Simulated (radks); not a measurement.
Excited configurations of neutral ruthenium: one electron is placed in a higher orbital outside [Kr] 4d7. The ground configuration is [Kr] 4d7 5s1. All-electron calculation, scalar-relativistic Kohn-Sham, PBEsol, spin-unpolarised, spherical densities, finite nucleus; Fermi nuclear charge, rms radius 4.4809 fm. Program: a radial shooting solver on a logarithmic mesh with Libxc functionals. Excitation = E - E(ground); binding = E(ion) - E, where the ion is the core of charge +1; n* = 1/sqrt(2 binding) in atomic units, and the quantum defect is n - n*.

outer orbital	excitation (eV)	binding (eV)	n*	eigenvalue (eV)	<r> (bohr)
5d	5.767	1.533	2.979	-0.713	10.67
6d	6.349	0.951	3.783	-0.537	20.20
6f	6.852	0.448	5.513	-0.280	44.58
7s	6.047	1.252	3.296	-0.775	17.35
7p	6.309	0.990	3.707	-0.610	21.23

The Delta-SCF ionisation energy is 7.299 eV (NIST Atomic Spectra Database: 7.361 eV, measured). Self-interaction in the functional shifts the binding energies and quantum defects, so they are the method's values and not measured ones. Spin polarisation and multiplet splitting are left out, so open shells lie too high by an amount that depends on their filling.

Beside tabulated values, note that spin-unpolarised runs miss the spin-polarisation part of the exchange energy of open shells.
